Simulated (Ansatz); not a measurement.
`C=C[SiH](F)Cl` → `C=CF` + `[SiH]Cl` at 500 K and 1 bar (silylene formation by 1,1-elimination).

Isolated molecules relaxed with PBE0-D4/def2-TZVP in Ansatz; ΔE leaves out vibrations. CCSD(T)/CBS is the MP2 limit (def2-TZVPP, def2-QZVPP) plus CCSD(T) − MP2 in def2-TZVPP, frozen cores. This one scheme is used for every species. Each species was taken in one conformer, which may not be the lowest.

```csv
species,CCSD(T)/CBS energy (Eh),H − E (kJ/mol),S (J/(mol·K))
`C=C[SiH](F)Cl`,-927.26522,190.1,397.7
`C=CF`,-177.66469,139.4,282.9
`[SiH]Cl`,-749.43948,39.6,274.0
```

H − E and S are ideal-gas, rigid-rotor, harmonic terms from PBE0-D4/def2-TZVP, for one conformer and one mirror image of each species. 1 Eh = 2625.50 kJ/mol, R = 8.31446 J/(mol·K).

**Question.** By hand: ΔE, ΔH, ΔS and ΔG.

**Answer.** ΔE = (-177.66469) + (-749.43948) − (-927.26522) = 0.16105 Eh = 422.8 kJ/mol. Δ(H − E) = 139.4 + 39.6 − 190.1 = -11.1, so ΔH = 411.7 kJ/mol. ΔS = 282.9 + 274.0 − 397.7 = 159.2 J/(mol·K). ΔG = 411.7 − 500 × (159.2)/1000 = 332.1 kJ/mol.

**Question.** By hand: the equilibrium constant, and the temperature at which ΔG would vanish if ΔH and ΔS stayed fixed.

**Answer.** log₁₀ K = −ΔG/(RT ln 10) = -34.7. ΔG = 0 at ΔH/ΔS = 2586 K, far beyond where these terms or the molecules hold.

The number of gas molecules changes by +1, which sets the sign of ΔS. A doubt of 5 kJ/mol in ΔE shifts log₁₀ K by 0.5 here. Other conformers and mirror images would add mixing entropy, several J/(mol·K) or more a flexible species. These are equilibria of isolated gas molecules and say nothing of rates. Largest T1 diagnostic: 0.013 (customary marks: 0.02 for closed shells, 0.045 for open ones).
